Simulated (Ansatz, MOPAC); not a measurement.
System: CBF$_{2}$O, charge 0, multiplicity 2. SMILES: O=[C]B(F)F

Atoms: O1, C2, B3, F4, F5. Bonds: O1-C2, C2-B3, B3-F4, B3-F5.

Bond lengths (Å) and angles (degrees) optimised at PM3 with MOPAC; PM6 with MOPAC; HF/STO-3G with Ansatz (a first-principles code); HF/3-21G with Ansatz, each started from the B3LYP-D3(BJ)/def2-TZVP structure (Ansatz) of the last column. A row stands for all coordinates that are equal there. At PM3 the structure is a saddle point. At PM6 the structure is a saddle point. No wavenumbers were computed at HF/STO-3G, so these may be saddle points.

| coordinate | PM3 | PM6 | HF/STO-3G | HF/3-21G | B3LYP-D3(BJ)/def2-TZVP |
|---|---|---|---|---|---|
| O1-C2 | 1.155 | 1.157 | 1.243 | 1.164 | 1.158 |
| C2-B3 | 1.456 | 1.511 | 1.577 | 1.491 | 1.498 |
| B3-F4 | 1.333 | 1.322 | 1.305 | 1.342 | 1.329 |
| O1-C2-B3 | 180.0 | 180.0 | 137.5 | 180.0 | 180.0 |
| C2-B3-F4 | 124.0 | 123.0 | 120.6 | 120.5 | 119.5 |
| F4-B3-F5 | 111.9 | 114.0 | 118.5 | 119.0 | 121.0 |

Mean signed difference of all 4 bond lengths from B3LYP-D3(BJ)/def2-TZVP: PM3 -0.010 Å, PM6 -0.001 Å, HF/STO-3G 0.029 Å, HF/3-21G 0.006 Å.
